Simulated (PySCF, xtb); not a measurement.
(Z)-1-fluorobut-1-ene (C₄H₇F), SMILES C(C)/C=C\F. Other conformers were not sampled.

Harmonic wavenumbers (cm⁻¹) from GFN2-xTB in xtb at its own minimum, in rising order: 53, 193, 235, 283, 483, 636, 777, 834, 872, 919, 1017, 1068, 1088, 1139, 1221, 1246, 1287, 1342, 1411, 1473, 1499, 1503, 1729, 2952, 3003, 3034, 3039, 3043, 3078, 3094.

Q: What does B3LYP-D3(BJ)/def2-SVP run with PySCF give at its own minimum? (An estimate is asked for; the answer gives what the named calculation found.)

A: 59, 206, 260, 292, 519, 674, 777, 805, 887, 944, 1034, 1044, 1086, 1163, 1255, 1287, 1330, 1396, 1413, 1461, 1470, 1481, 1756, 3021, 3027, 3090, 3110, 3116, 3164, 3202. Paired by order, the mean absolute difference is 34 cm⁻¹ and the zero-point energies are 62.3 and 63.4 kcal/mol.
